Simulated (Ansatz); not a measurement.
CH$_{6}$FNO$_{2}$Si, SMILES `CO[Si](N)(O)F`. Charge 0, multiplicity 1. All single points use the PBE0-D4/def2-TZVP geometry. It is one conformer, not always the lowest.

```xyz
12

C    -0.113    1.837   -0.862
O     0.098    0.441   -0.904
Si   -0.179   -0.582    0.320
N     0.371   -2.153    0.024
O     0.512    0.087    1.636
F    -1.751   -0.725    0.549
H    -1.182    2.071   -0.828
H     0.309    2.270   -1.770
H     0.377    2.286    0.006
H    -0.226   -2.806   -0.456
H     1.342   -2.325   -0.174
H     0.441   -0.399    2.459
```

Problem. What is the dipole moment at r2SCAN/def2-TZVPP? (Estimate.)

Solution. Ansatz gave: 1.26 D, with components (1.02, -0.71, 0.15) D in this frame, pointing from negative to positive charge.

Problem. And with PBE, B3LYP, ωB97M-V? (Best estimate.)

Solution. Ansatz gave: PBE 1.26 D, B3LYP 1.24 D, ωB97M-V 1.22 D.

Problem. Give the Mulliken charges with r2SCAN, ωB97M-V, B3LYP in def2-TZVPP. (Best estimate.)

Solution. The calculation gave: 
```json
{"atom": "C1", "r2SCAN": "0.01", "ωB97M-V": "-0.17", "B3LYP": "-0.12"}
{"atom": "O2", "r2SCAN": "-0.37", "ωB97M-V": "-0.35", "B3LYP": "-0.37"}
{"atom": "Si3", "r2SCAN": "0.83", "ωB97M-V": "0.80", "B3LYP": "0.82"}
{"atom": "N4", "r2SCAN": "-0.45", "ωB97M-V": "-0.36", "B3LYP": "-0.40"}
{"atom": "O5", "r2SCAN": "-0.41", "ωB97M-V": "-0.38", "B3LYP": "-0.39"}
{"atom": "F6", "r2SCAN": "-0.33", "ωB97M-V": "-0.32", "B3LYP": "-0.33"}
{"atom": "H7", "r2SCAN": "0.06", "ωB97M-V": "0.12", "B3LYP": "0.10"}
{"atom": "H8", "r2SCAN": "0.06", "ωB97M-V": "0.12", "B3LYP": "0.11"}
{"atom": "H9", "r2SCAN": "0.07", "ωB97M-V": "0.12", "B3LYP": "0.11"}
{"atom": "H10", "r2SCAN": "0.16", "ωB97M-V": "0.12", "B3LYP": "0.15"}
{"atom": "H11", "r2SCAN": "0.16", "ωB97M-V": "0.12", "B3LYP": "0.14"}
{"atom": "H12", "r2SCAN": "0.21", "ωB97M-V": "0.18", "B3LYP": "0.19"}
```

B3LYP here is the variant with VWN-RPA as its local correlation; programs differ in this.
